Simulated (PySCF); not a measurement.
Radial density of Zr- (zirconium, charge -1)

UHF, [Kr] 4d3 5s2, high-spin 4F determinant. Calculation: PySCF 2.14, in x2c-TZVPPall with one added diffuse shell each of s, p, d, f type (9s7p7d3f1g, 95 functions); scalar relativity by spin-free X2C-1e.

```
r (bohr)  4πr²ρ (e/bohr)  4πr²(ρα − ρβ)
  0.0393           45.24        -0.0047
  0.0661           45.05        -0.0074
   0.111           61.57         0.0270
   0.187           42.66         0.1454
   0.315           43.43         0.2036
   0.529           30.55         0.0104
   0.891           9.418         0.3152
    1.50           6.939         1.2882
    2.52           1.740         1.1126
    4.24          0.5705         0.3612
    7.13          0.1844        -0.0581
    12.0         0.04176        -0.0388
    20.2       0.0001157        -0.0001
```

Densities and radii are taken from the X2C orbitals without a picture-change correction, which distorts them close to the nucleus.

⟨S²⟩ = 4.09 against 3.75 shows spin contamination. At UHF the highest occupied level has a positive energy, so only the finite basis holds that electron.

Where is the radial spin density 4πr²(ρα − ρβ) most negative, and why is it negative at all?

Around r = 7.13 bohr, down to -0.0581 e/bohr: exchange with the open shell polarises the paired shells in an unrestricted calculation.
